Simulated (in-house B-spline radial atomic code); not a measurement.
Two electrons outside the 1s2 core: Cl XIV (Cl13+)

Computed with a B-spline radial code for spherical atoms: configuration interaction (CI) of the two valence electrons in the field of the frozen Dirac-Fock core, alone and with many-body perturbation theory for the core (screened one- and two-electron correlation potentials), Breit and QED terms; no-pair Dirac Hamiltonian, finite nucleus. Labels give the configuration (outer n counted up each series) and the leading LS term, or the jj pair where no LS term holds 70 %.

Command:
```bash
python run_mb.py task.json out
```
Settings (nuclear radius in fm, box in bohr, cutoff in hartree):
```
basis_form          3
Z                   17
core_configuration  1s2
rms_radius          3.3654
mass_number         35
speed_of_light      137.036
box_radius          6.0
lmax                6
intervals           61
virtual_cutoff      578.0
```

Run time, properties included: 52 s on 1 thread of Intel(R) Xeon(R) 6975P-C (shared host).

Excitation energies (eV):

```json
{"level": "2s2 1S0", "purity of the LS term": "1.0", "CI alone": "0", "CI + MBPT + Breit + QED": "0"}
{"level": "2s2p 3P°0", "purity of the LS term": "1.0", "CI alone": "26.616", "CI + MBPT + Breit + QED": "26.514"}
{"level": "2s2p 3P°1", "purity of the LS term": "0.998", "CI alone": "27.378", "CI + MBPT + Breit + QED": "27.206"}
{"level": "2s2p 3P°2", "purity of the LS term": "1.0", "CI alone": "29.063", "CI + MBPT + Breit + QED": "28.798"}
{"level": "2s2p 1P°1", "purity of the LS term": "0.998", "CI alone": "52.572", "CI + MBPT + Breit + QED": "52.166"}
{"level": "2p2 3P0", "purity of the LS term": "0.994", "CI alone": "70.356", "CI + MBPT + Breit + QED": "69.896"}
{"level": "2p2 3P1", "purity of the LS term": "1.0", "CI alone": "71.341", "CI + MBPT + Breit + QED": "70.831"}
{"level": "2p2 3P2", "purity of the LS term": "0.975", "CI alone": "72.759", "CI + MBPT + Breit + QED": "72.117"}
{"level": "2p2 1D2", "purity of the LS term": "0.975", "CI alone": "79.756", "CI + MBPT + Breit + QED": "79.184"}
{"level": "2p2 1S0", "purity of the LS term": "0.994", "CI alone": "97.242", "CI + MBPT + Breit + QED": "96.808"}
{"level": "2s3s 3S1", "purity of the LS term": "1.0", "CI alone": "428.98", "CI + MBPT + Breit + QED": "428.83"}
{"level": "2s3s 1S0", "purity of the LS term": "1.0", "CI alone": "433.94", "CI + MBPT + Breit + QED": "433.82"}
{"level": "2s3p 1P°1", "purity of the LS term": "0.785", "CI alone": "441.11", "CI + MBPT + Breit + QED": "440.92"}
{"level": "2s3p 3P°0", "purity of the LS term": "1.0", "CI alone": "?", "CI + MBPT + Breit + QED": "?"}
{"level": "2s3p 3P°1", "purity of the LS term": "0.785", "CI alone": "441.8", "CI + MBPT + Breit + QED": "441.6"}
{"level": "2s3p 3P°2", "purity of the LS term": "1.0", "CI alone": "442.09", "CI + MBPT + Breit + QED": "441.88"}
{"level": "2s3d 3D1", "purity of the LS term": "1.0", "CI alone": "448.63", "CI + MBPT + Breit + QED": "448.44"}
{"level": "2s3d 3D2", "purity of the LS term": "1.0", "CI alone": "?", "CI + MBPT + Breit + QED": "?"}
{"level": "2s3d 3D3", "purity of the LS term": "1.0", "CI alone": "448.87", "CI + MBPT + Breit + QED": "448.65"}
{"level": "2s3d 1D2", "purity of the LS term": "1.0", "CI alone": "453.5", "CI + MBPT + Breit + QED": "453.29"}
{"level": "2p3s 3P°0", "purity of the LS term": "1.0", "CI alone": "462.41", "CI + MBPT + Breit + QED": "462.13"}
{"level": "2p3s 3P°1", "purity of the LS term": "0.965", "CI alone": "463.04", "CI + MBPT + Breit + QED": "462.72"}
{"level": "2p3s 3P°2", "purity of the LS term": "1.0", "CI alone": "464.93", "CI + MBPT + Breit + QED": "464.5"}
{"level": "2p3s 1P°1", "purity of the LS term": "0.965", "CI alone": "469.07", "CI + MBPT + Breit + QED": "468.64"}
{"level": "2p3p (1/2,1/2)1", "purity of the LS term": "0.572 (1P)", "CI alone": "470.45", "CI + MBPT + Breit + QED": "470.1"}
{"level": "2p3p (1/2,3/2)1", "purity of the LS term": "0.575 (3D)", "CI alone": "472.28", "CI + MBPT + Breit + QED": "471.86"}
{"level": "2p3p 3D2", "purity of the LS term": "0.98", "CI alone": "472.47", "CI + MBPT + Breit + QED": "472.06"}
{"level": "2p3p 3D3", "purity of the LS term": "1.0", "CI alone": "474.21", "CI + MBPT + Breit + QED": "473.7"}
{"level": "2p3p 3S1", "purity of the LS term": "0.794", "CI alone": "475.64", "CI + MBPT + Breit + QED": "475.2"}
{"level": "2p3p 3P0", "purity of the LS term": "0.982", "CI alone": "476.13", "CI + MBPT + Breit + QED": "475.75"}
```

(1) Where does 2s3p 3P°0 lie?

(2) Where does 2s3d 3D2 lie?

(3) What is the first ionisation energy?

Some electric-dipole lines (reduced elements in atomic units, length form; vacuum wavelengths from the computed energies):

```tsv
upper	lower	D bare (size)	D with core polarisation (size)	λ (nm)	A (s⁻¹)
2s2p 3P°1	2s2 1S0	0.0159	0.0159	45.572	1.8e+06
2s2p 1P°1	2s2 1S0	0.414	0.413	23.767	8.6e+09
2p2 3P0	2s2p 3P°1	0.28	0.279	29.043	6.5e+09
2p2 3P1	2s2p 3P°0	0.281	0.28	27.977	2.4e+09
2p2 3P1	2s2p 3P°1	0.242	0.242	28.421	1.7e+09
2p2 3P2	2s2p 3P°1	0.314	0.313	27.607	1.9e+09
2p2 1D2	2s2p 3P°1	0.0217	0.0217	23.853	1.4e+07
2p2 1S0	2s2p 3P°1	0.00598	0.00597	17.813	1.3e+07
2s3s 3S1	2s2p 3P°0	0.0546	0.0548	3.0818	6.9e+10
2s3s 3S1	2s2p 3P°1	0.0949	0.0953	3.0871	2.1e+11
```

Weak lines are less accurate than strong ones.

Results:

(1) 441.4 eV in CI alone and 441.25 eV with all corrections.

(2) 448.72 eV in CI alone and 448.52 eV with all corrections.

(3) 750.47 eV to the 2s1/2 state of the next ion (750.66 eV from CI alone). NIST lists 750.23 ± 0.19 eV (semi-empirical).
